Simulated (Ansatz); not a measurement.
Geometry optimisation, RKS PBE0-D4/STO-3G in Ansatz 0.2.0.

Input file:

```yaml
crystal:
  periodic: [false, false, false]
  atoms:
    - { symbol: C, position_ang: [-0.0766, -2.8402, 0.3645] }
    - { symbol: C, position_ang: [-0.4286, -1.9721, -0.6589] }
    - { symbol: Si, position_ang: [0.6122, -0.6291, -1.3297] }
    - { symbol: Si, position_ang: [-0.0851, 1.4446, -0.6555] }
    - { symbol: C, position_ang: [-0.1186, 1.4821, 1.1983] }
    - { symbol: O, position_ang: [-0.5664, 2.7118, 1.8487] }
    - { symbol: H, position_ang: [0.844, -2.7431, 0.8964] }
    - { symbol: H, position_ang: [-0.7897, -3.5464, 0.6577] }
    - { symbol: H, position_ang: [-1.3737, -2.0549, -1.1267] }
    - { symbol: H, position_ang: [0.6779, -0.7151, -2.7756] }
    - { symbol: H, position_ang: [2.0216, -0.8069, -0.786] }
    - { symbol: H, position_ang: [0.7184, 2.5363, -1.1734] }
    - { symbol: H, position_ang: [-1.5911, 1.6702, -1.1818] }
    - { symbol: H, position_ang: [-0.7738, 0.696, 1.63] }
    - { symbol: H, position_ang: [0.8968, 1.2866, 1.5762] }
    - { symbol: H, position_ang: [0.0098, 3.4574, 1.56] }
basis:
  gaussian: { orbitals: STO-3G }
hamiltonian:
  xc: pbe0
  dispersion: d4
relax:
  f_tol: 0.02
  max_steps: 40
scf:
  lower_state_search: "off"
```

Command:

```bash
$ ansatz run input.yaml --threads 1 --pin off --max-ram 2048MiB --backend cpu --events-out ev --progress --plain --runs-dir out
```

Task: Where does it end, and by what steps?

Result: The forces met the threshold. Limits of this set-up: minimal basis. After 6 steps the energy has fallen by 0.831 eV; H13 moved furthest, 0.16 Å.

```csv
step,energy less start (eV),largest force component (eV/Å),accepted
0,0.0000,4.043,yes
1,-0.6504,2.041,yes
2,-0.6207,2.327,no
3,-0.8178,0.440,yes
4,-0.8206,0.260,yes
5,-0.8041,0.673,no
6,-0.8310,0.020,yes
```

```xyz
16
Properties=species:S:1:pos:R:3
C -0.093 -2.810 0.312
C -0.441 -1.969 -0.660
Si 0.641 -0.607 -1.315
Si -0.103 1.407 -0.639
C -0.123 1.525 1.259
O -0.672 2.764 1.811
H 0.887 -2.770 0.800
H -0.764 -3.594 0.681
H -1.441 -2.080 -1.098
H 0.655 -0.678 -2.759
H 1.988 -0.832 -0.843
H 0.749 2.461 -1.143
H -1.435 1.659 -1.138
H -0.761 0.718 1.660
H 0.896 1.327 1.651
H -0.006 3.456 1.465
```

Whether the end is a true minimum wasn't checked by a vibrational analysis.

Run time: 37 s on 1 thread of Intel(R) Xeon(R) Platinum 8259CL CPU @ 2.50GHz (Skylake/Cascade Lake), with other jobs on the host, peak memory 0.16 GiB.
